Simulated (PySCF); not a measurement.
# Bond curve of HgO

Set-up: PySCF, scalar-relativistic core potentials, basis sets Hg cc-pVDZ-PP with ECP60, O cc-pVDZ. Energies in eV from Hg + O in their ground configurations at the same level. State: ³Π (triplet), unpaired electrons σ ↑, π ↑.

```json
{"R (Å)": "1.925", "PBE0": "0.0033"}
{"R (Å)": "2.014", "PBE0": "-0.2040"}
{"R (Å)": "2.104", "PBE0": "-0.3011"}
{"R (Å)": "2.171", "PBE0": "-0.3299"}
{"R (Å)": "2.238", "PBE0": "-0.3354"}
{"R (Å)": "2.305", "PBE0": "-0.3266"}
{"R (Å)": "2.395", "PBE0": "-0.3023"}
{"R (Å)": "2.507", "PBE0": "-0.2639"}
{"R (Å)": "2.641", "PBE0": "-0.2173"}
{"R (Å)": "2.820", "PBE0": "-0.1641"}
```

Q: Put a parabola through the three lowest points of the PBE0 curve and estimate Re, k and ωe (reduced mass 14.82 u; 1 eV/Å² = 0.16022 mdyn/Å; ωe = 1302.8·√(k/μ) cm⁻¹).

A: Through R = 2.171, 2.238, 2.305 Å the second-order coefficient is 1.59 eV/Å², so Re ≈ 2.230 Å, k ≈ 0.510 mdyn/Å and ωe ≈ 242 cm⁻¹. A polynomial fit of higher order to the unrounded PBE0 energies gives Re = 2.225 Å, k = 0.555 mdyn/Å, ωe = 252 cm⁻¹; anharmonicity and rounding make the difference.

The higher-order fit for each curve: PBE0: Re = 2.225 Å, ωe = 252 cm⁻¹, De = 0.336 eV.

The bond is weak. Basis-set superposition, not corrected here, can be much of De in a small basis, most of all at correlated wavefunction levels. Functionals without a dispersion term scatter widely for such bonds, and LDA overbinds them. Spin–orbit coupling is left out, which matters for elements this heavy, above all for dissociation energies. The state is the lowest determinant that a PBE0 search found; another state may lie lower at other levels.
